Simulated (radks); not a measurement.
Isoelectronic series with 6 electrons, all held in the configuration [He] 2s2 2p2, which need not be the ground one along the series. All-electron calculation, scalar-relativistic Kohn-Sham, PBEsol, spin-unpolarised, spherical densities, finite nucleus; Fermi nuclear charge, rms radius of each element as measured or else 0.836 A^(1/3) + 0.57 fm. Program: a radial shooting solver on a logarithmic mesh with Libxc functionals. Total energies (hartree) and orbital eigenvalues (hartree):

ion    E (hartree)         2p         2s
C        -37.59336   -0.19233   -0.50157
F3+      -95.10844   -2.66751   -3.34176
Mg6+    -179.81250   -7.43484   -8.48057
P9+     -291.79984  -14.46918  -15.89980
Ar12+   -431.22750  -23.77095  -25.60988
Sc15+   -598.29774  -35.34620  -37.62910
Cr18+   -793.25631  -49.20396  -51.98126
Co21+  -1016.39330  -65.35564  -68.69526
Zn24+  -1268.04523  -83.81469  -87.80512
As27+  -1548.59705  -104.5966  -109.3502
Kr30+  -1858.48629  -127.7188  -133.3756
Mo36+  -2568.30171  -181.0640  -189.0783
Rh39+  -2969.39417  -211.3318  -220.8779
Cd42+  -3402.16345  -244.0297  -255.4035
Sb45+  -3867.37197  -279.1853  -292.7363
